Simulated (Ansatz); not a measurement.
Consider the cleavage of the B–Si bond: `C[SiH2]B[SiH3]` + CH₃SH → `CSB[SiH3]` + `C[SiH3]`.

Program: Ansatz. Geometries: PBE0-D4/def2-TZVP. ΔE: electronic, gas phase. CCSD(T)/CBS adds triple-zeta CCSD(T) − MP2 to the extrapolated MP2 energy (def2 sets, frozen cores). This one scheme is used for every species. DFT in def2-TZVPP. B3LYP here is the variant with VWN-RPA as its local correlation; programs differ in this. Each species was taken in one conformer, which may not be the lowest.

`C[SiH2]B[SiH3]`:

Z-matrix (Å, degrees):
```
C
Si 1 1.876
H 1 1.092 2 110.8
H 1 1.093 2 110.8 3 119.7
H 1 1.092 2 111.1 3 -120.3
B 2 2.005 1 115.3 3 -55.0
H 2 1.492 1 109.9 3 177.4
H 2 1.499 1 109.6 3 60.3
Si 6 2.005 2 123.1 1 17.1
H 6 1.198 2 118.2 1 -162.6
H 9 1.488 6 115.4 2 153.9
H 9 1.490 6 113.4 2 28.1
H 9 1.497 6 104.2 2 -88.0
```

CH₃SH:

Z-matrix (Å, degrees):
```
C
S 1 1.806
H 1 1.089 2 111.5
H 1 1.089 2 111.5 3 -123.8
H 1 1.090 2 106.2 3 118.1
H 2 1.342 1 97.1 3 61.9
```

`CSB[SiH3]`:

Cartesian coordinates in Å:
```
C -0.148 0.252 2.395
S -0.459 -0.684 0.876
B 0.188 0.261 -0.442
Si 0.021 -0.476 -2.302
H 0.466 -0.352 3.063
H -1.101 0.462 2.881
H 0.362 1.183 2.158
H 0.709 1.313 -0.212
H 1.372 -0.631 -2.913
H -0.662 -1.798 -2.343
H -0.748 0.471 -3.159
```

`C[SiH3]`:

Z-matrix (Å, degrees):
```
C
Si 1 1.871
H 1 1.092 2 110.8
H 1 1.092 2 110.8 3 -120.0
H 1 1.092 2 110.8 3 120.0
H 2 1.488 1 110.7 3 -179.9
H 2 1.488 1 110.7 3 -59.9
H 2 1.488 1 110.7 3 60.1
```

```tsv
level	ΔE (kcal/mol)	difference from CCSD(T)/CBS
PBE-D4	-32.2	-0.4
ωB97X-V	-30.9	0.9
ωB97M-V	-32.1	-0.3
PBE	-32.4	-0.6
PBE0	-31.8	0.0
B3LYP	-32.2	-0.4
CCSD/def2-TZVPP	-30.9	0.9
MP2/def2-QZVPP	-34.3	-2.5
SCS-MP2/def2-QZVPP	-33.0	-1.2
CCSD/CBS(def2)	-30.7	1.1
CCSD(T)/CBS	-31.8	0
```

Largest T1 diagnostic among the species: 0.015.

In def2-TZVPP, CCSD(T) changes the Hartree–Fock value by −2.4 kcal/mol (the triples alone add −1.1 kcal/mol) and MP2 by −4.8 kcal/mol.
